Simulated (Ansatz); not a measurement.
Abridged output of a molecular run in Ansatz:

```
Functional definition: HF
1578 factors; integrals over basis functions are off by at most 1.1e-3 eV
mean field evaluation 1: about -18664.0582 eV, gradient 7.0e1 eV
mean field evaluation 2: about -18664.2506 eV, gradient 7.0e1 eV
mean field evaluation 4: about -18673.5137 eV, gradient 1.2e1 eV
mean field evaluation 8: about -18673.8357 eV, gradient 1.0e0 eV
mean field evaluation 16: about -18673.8393 eV, gradient 3.6e-6 eV
mean field -18673.83925413 eV, -686.2509350065 hartree, gradient 3.6e-6 eV, S^2 0.000000; 0 other end points of the search recorded, 0 dependent functions left out
8 core orbitals not correlated: weight in the atoms' cores, before any rotation towards them, 1.000 or more for the frozen orbitals, at most 0.000 for the correlated occupied ones
reference -18673.83925413 eV, -686.2509350065 hartree; 20, 20 occupied and 233, 233 virtual orbitals, 1578 factors
second order -33.86802066 eV of doubles, -0.00000000 eV of singles
cycle   1  -32.44718972 eV  change     1.4e0 eV  update   2.3e-1
cycle   2  -33.56262965 eV  change    -1.1e0 eV  update   1.4e-1
cycle   3  -33.88387155 eV  change   -3.2e-1 eV  update   3.9e-2
cycle   4  -33.89906189 eV  change   -1.5e-2 eV  update   1.6e-2
cycle   5  -33.87691186 eV  change    2.2e-2 eV  update   4.7e-3
cycle   6  -33.87807956 eV  change   -1.2e-3 eV  update   2.1e-3
cycle   7  -33.87797276 eV  change    1.1e-4 eV  update   7.5e-4
cycle   8  -33.87766491 eV  change    3.1e-4 eV  update   3.4e-4
cycle   9  -33.87792541 eV  change   -2.6e-4 eV  update   1.2e-4
cycle  10  -33.87802663 eV  change   -1.0e-4 eV  update   5.5e-5
cycle  11  -33.87792858 eV  change    9.8e-5 eV  update   2.4e-5
cycle  12  -33.87791274 eV  change    1.6e-5 eV  update   1.4e-5
perturbative correction -1.69502104 eV, -0.0622908741 hartree
Total energy: -18709.41218791 eV, -687.5582162106 hartree
```

Its atoms:

```xyz
10

C     1.0515    0.4223    1.0936
Ta   -0.3521    0.4923   -0.5403
N    -0.9253   -1.3559   -0.8559
O     0.5903    0.9251   -1.9013
Cl   -2.0368    2.0103   -0.0364
H     0.5816    0.0536    2.0116
H     1.4225    1.4369    1.2816
H     1.9144   -0.2086    0.8668
H    -0.6836   -1.9121   -1.6627
H    -1.5624   -1.8640   -0.2570
```

Question: Which basis set was used?
A. def2-SVPD
B. cc-pV(Q+d)Z
C. def2-TZVPP
D. def2-TZVPPD

Answer: C. It gives 261 functions.

Question: Write the keys of the input that set method, charge and spin (a neutral closed shell needs none for the last two).

Answer: 
```yaml
correlation: {method: ccsd_t}
```
